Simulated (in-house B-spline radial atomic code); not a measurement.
Computed with a B-spline radial atomic code. Model: two electrons, singlet ground state, non-relativistic, full CI in B-splines with partial waves to l = 8 (at full coupling up to 3e-4 hartree above the limit, correlation up to 0.6 % small), density held at that of full coupling by Lieb maximisation.

Along the adiabatic connection the electron repulsion is scaled by a coupling λ while a local potential keeps the density fixed. At λ = 0 the system is the Kohn-Sham one and W equals the exchange energy; the exchange-correlation energy is the area under W between 0 and 1. The kinetic energy rises with λ as the electrons avoid each other, with dT/dλ = −λ dW/dλ.

Command:
```bash
python run_ac.py task.json out
```
Settings (lengths in bohr, energies in hartree):
```
potential              gauss
strength               20.6
lmax                   8
second                 3.92
```

Cost of the run: 28 s on 1 thread of Intel(R) Xeon(R) Processor @ 2.30GHz, with other jobs on the host.

**W = mean repulsion less Hartree energy, and W of three functionals.**

Given: confinement Gaussian well; well depth 20.6 hartree; well width 3.92 bohr; external potential -V exp(-r^2/w^2).

Computed: PBE exchange minus exact 40.164 millihartree; SCAN exchange minus exact 3.0373 millihartree.

```
coupling  W xc (hartree)  W xc minus exchange (millihartree)  kinetic minus Kohn-Sham (millihartree)  LDA (PW92) W minus its exchange (millihartree)  PBE W minus its exchange (millihartree)  SCAN W minus its exchange (millihartree)
       0        -0.94254                                   0                                       0                                               0                                        0                                         0
    0.02               ?                                   ?                                       ?                                               ?                                        ?                                         ?
    0.05        -0.94746                              -4.917                                    0.12                                          -24.16                                     -7.9                                     -4.67
    0.12        -0.95414                             -11.597                                    0.69                                          -46.06                                   -18.02                                    -10.91
    0.25               ?                                   ?                                       ?                                               ?                                        ?                                         ?
     0.4        -0.97867                             -36.128                                    6.99                                         -103.76                                   -51.89                                    -33.53
     0.6        -0.99427                             -51.729                                   14.76                                          -133.1                                   -71.87                                    -47.89
     0.8         -1.0085                             -65.937                                   24.69                                          -157.4                                   -89.48                                    -61.05
       1         -1.0215                              -78.91                                   36.34                                         -178.27                                  -105.23                                    -73.18
     1.4         -1.0442                             -101.69                                   63.55                                         -212.89                                  -132.49                                    -94.83
       2         -1.0721                             -129.57                                  110.62                                         -253.24                                   -165.7                                   -122.15
       3         -1.1068                              -164.3                                  196.44                                         -302.37                                  -207.81                                   -157.78
     4.5         -1.1423                             -199.71                                  327.34                                         -353.01                                  -252.68                                   -196.15
       7         -1.1787                             -236.11                                  532.58                                         -407.44                                  -302.13                                   -237.42
      10          -1.205                             -262.49                                  753.75                                          -449.3                                  -340.81                                   -267.58
```

Task: What belongs in the row 0.02?

Result: W xc (hartree): -0.94453; W xc minus exchange (millihartree): -1.981; kinetic minus Kohn-Sham (millihartree): 0.02; LDA (PW92) W minus its exchange (millihartree): -11.83; PBE W minus its exchange (millihartree): -3.24; SCAN W minus its exchange (millihartree): -1.9.

Task: What belongs in the row 0.25?

Result: W xc (hartree): -0.96595; W xc minus exchange (millihartree): -23.404; kinetic minus Kohn-Sham (millihartree): 2.86; LDA (PW92) W minus its exchange (millihartree): -76.48; PBE W minus its exchange (millihartree): -34.82; SCAN W minus its exchange (millihartree): -21.83.

Task: What is the LDA exchange minus exact?

Result: 136.63 millihartree.

**Energy parts, natural occupations and partial-wave weights.**

Computed: total energy -35.4843 hartree; correlation energy -0.042565 hartree; kinetic part of the DFT correlation energy 0.036345 hartree; initial slope twice GL2 -0.099566 hartree; kinetic part over minus potential part 0.46058; Kohn-Sham kinetic 2.0989 hartree; Lieb Oxford ratio E_xc over LDA exchange 1.2224.

```csv
natural,occupation of the shell (electrons)
s,1.9813
p,0.016815
s,0.00098483
d,?
p,0.00013098
f,7.4318e-05
```

Task: What belongs in the row d?

Result: occupation of the shell (electrons): 0.00059785.

| wave | weight |
| --- | --- |
| s | 0.99116 |
| p | 0.0084767 |
| d | ? |
| f | 4.1018e-05 |
| g | 9.1852e-06 |

Task: What belongs in the row d?

Result: weight: 0.00031283.

Task: What is the exchange energy?

Result: -0.94254 hartree.

Task: What is the Hartree energy?

Result: 1.8851 hartree.

Half-way to full coupling W has made 56 % of its drop, against 50 % for a straight line, and second-order (GL2) theory, half the initial slope, overshoots the correlation energy by about 17 %: a moderate bend, as in light atoms. Over couplings 0 to 1 the errors in E_xc come to about +68 millihartree for LDA, +24 millihartree for PBE, +6.1 millihartree for SCAN, so SCAN is nearest. In LDA and PBE the errors of exchange and correlation have opposite signs, so the sum is smaller than the larger of the two.
